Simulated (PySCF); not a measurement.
C4H5F, SMILES C(=C(C)F)=C.

Geometry: PBE0-D3(BJ)/def2-SVP.

Two levels are set side by side: TDA-PBE/def2-SVPD (PySCF) and TDA-LC-ωPBE/def2-SVPD (PySCF). Vertical, same geometry. The lowest singlet is HOMO→LUMO 100 % with PBE and HOMO→LUMO 94 % with the other functional; states are paired by order. Differences are taken from unrounded values.

| quantity | TDA-PBE |
|---|---|
| lowest singlet excitation (eV) | 4.58 |
| lowest triplet excitation (TDA) (eV) | 4.13 |
| first bright state (f over 0.05) (eV) | 7.06 |
| its oscillator strength | 0.06 |

Problem. These are the TDA-PBE values. What does TDA-LC-ωPBE give? (The exact figures need the calculation; the answer reports its results.)

Solution. 
```tsv
quantity	TDA-LC-ωPBE	TDA-PBE minus TDA-LC-ωPBE
lowest singlet excitation (eV)	5.07	-0.49
lowest triplet excitation (TDA) (eV)	4.23	-0.10
first bright state (f over 0.05) (eV)	7.88	-0.83
its oscillator strength	0.05	0.01
```

A lower first singlet is the usual sign of a functional without exact exchange. Differences between two approximate levels are no errors against the true value.

Rough cost on one machine, each run with all the roots and properties that it gave: TDA-LC-ωPBE against TDA-PBE about 3 times.
